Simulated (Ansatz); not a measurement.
Cost and result for the atomization energy of `[CH3][GaH][B]1CC1` (13 atoms, 13 bonds).

Z-matrix (Å, degrees):
```
C
Ga 1 1.974
H 1 1.094 2 109.4
H 1 1.093 2 109.6 3 116.9
H 1 1.090 2 113.3 3 -121.4
B 2 2.034 1 123.7 3 120.3
H 2 1.579 1 116.5 3 -59.7
C 6 1.547 2 150.7 1 90.3
C 6 1.547 2 150.9 1 -90.0
H 8 1.086 6 118.4 2 71.3
H 8 1.086 6 118.6 2 -71.6
H 9 1.086 6 118.6 2 -71.3
H 9 1.086 6 118.5 2 71.6
```

Charge 0, multiplicity 1. Correlated methods include outer-core shells of Ga, which these sets cover unevenly. Scalar relativity is left out up to krypton. All single points use the PBE0-D4/def2-TZVP geometry. It is one conformer, not always the lowest. Program: Ansatz. All runs use 4 threads of a server CPU on a shared host. Times are those of one run each, without the atoms' runs, and a repeat can differ threefold. Electronic energies, without spin–orbit coupling; frozen cores. CCSD(T)/CBS adds CCSD(T) − MP2 in def2-TZVPP to the MP2 limit, and its time is that of the two runs behind it. T1 = 0.012. With those shells the extrapolation isn't a true limit. B3LYP takes the VWN-RPA correlation (the form of Gaussian; ORCA's B3LYP/G).

CCSD(T)/CBS is a level of theory with its own doubt, some kJ/mol a heavy atom from the limit and from the frozen cores, so smaller differences don't rank the functionals.

```tsv
level	functions	wall time
LDA (SPW92)/def2-TZVPP	284	2.1 s
BLYP-D4/def2-TZVPP	284	2.3 s
revPBE-D4/def2-TZVPP	284	2.6 s
PBE-D4/def2-TZVPP (with forces)	284	3.2 s
B2PLYP/def2-TZVPP	284	6 s
r2SCAN-D4/def2-TZVPP (with forces)	284	6.5 s
PBE-QIDH/def2-TZVPP	284	6.5 s
B3LYP-D4/def2-TZVPP (with forces)	284	7 s
CCSD(T)/def2-SVP	128	10 s
ωB97M-V/def2-TZVPP (with forces)	284	14 s
MP2/def2-QZVPP	557	35 s
CCSD(T)/def2-TZVPP	284	5.5 min
CCSD(T)/CBS(def2)	–	6.1 min
```

What atomization energy does each give, and how far from CCSD(T)/CBS? (An estimate is asked.)

The calculation gave: 
| level | atomization (kcal/mol) | difference from CCSD(T)/CBS | per bond |
| --- | --- | --- | --- |
| LDA (SPW92)/def2-TZVPP | 1273.4 | 155.7 | 12.0 |
| BLYP-D4/def2-TZVPP | 1110.0 | -7.7 | -0.6 |
| revPBE-D4/def2-TZVPP | 1115.2 | -2.5 | -0.2 |
| PBE-D4/def2-TZVPP (with forces) | 1141.0 | 23.3 | 1.8 |
| B2PLYP/def2-TZVPP | 1108.7 | -9.0 | -0.7 |
| r2SCAN-D4/def2-TZVPP (with forces) | 1129.6 | 11.9 | 0.9 |
| PBE-QIDH/def2-TZVPP | 1123.5 | 5.8 | 0.5 |
| B3LYP-D4/def2-TZVPP (with forces) | 1118.6 | 0.9 | 0.1 |
| CCSD(T)/def2-SVP | 1071.7 | -46.0 | -3.5 |
| ωB97M-V/def2-TZVPP (with forces) | 1122.4 | 4.7 | 0.4 |
| MP2/def2-QZVPP | 1122.2 | 4.5 | 0.3 |
| CCSD(T)/def2-TZVPP | 1096.0 | -21.7 | -1.7 |
| CCSD(T)/CBS(def2) | 1117.7 | 0.0 | 0.0 |

In def2-TZVPP, CCSD(T) changes the Hartree–Fock value by +250.9 kcal/mol (the triples alone add +13.9 kcal/mol) and MP2 by +264.4 kcal/mol; breaking electron pairs costs correlation energy, which Hartree–Fock lacks. From PBE to PBE0 (25 % exact exchange), in def2-TZVPP and without D4, the atomization energy moves by −10.2 kcal/mol: exact exchange takes away binding that semilocal exchange gives to molecules. At CCSD(T), def2-SVP lies −46.0 kcal/mol from the extrapolated value and def2-TZVPP −21.6 kcal/mol: correlation converges slowly with the basis, and small sets miss more of it in the bonded molecule than in its fragments.
